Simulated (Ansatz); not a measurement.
The same redistribution along the group Al, Ga, In.

Calculated with Ansatz (gas phase, PBE0-D4/def2-TZVP geometries, no zero-point term in ΔE). CBS: MP2 limit from def2 TZ/QZ plus the TZ coupled-cluster correction, frozen cores. def2 core potentials past Kr. For Ga, Hf, In outer-core shells are correlated without core-valence functions, which leaves a few kJ/mol of doubt a bond. Scalar relativity is left out up to krypton. Each species was taken in one conformer, which may not be the lowest.

**Question.** Order these by ΔE at CCSD(T)/CBS, lowest first. (Estimate.)
A. `[OH][Al]([OH])[F]` + `[F][Hf]([F])([SH])[SH]` → `[OH][Al]([F])[SH]` + `[OH][Hf]([F])([F])[SH]`
B. `[OH][Ga]([OH])[F]` + `[F][Hf]([F])([SH])[SH]` → `[OH][Ga]([F])[SH]` + `[OH][Hf]([F])([F])[SH]`
C. `[OH][In]([OH])[F]` + `[F][Hf]([F])([SH])[SH]` → `[OH][In]([F])[SH]` + `[OH][Hf]([F])([F])[SH]`

**Answer.** C (-1.19 eV), B (-0.85 eV), A (-0.22 eV).

Largest T1 diagnostic: 0.017, for `[OH][In]([OH])[F]`.
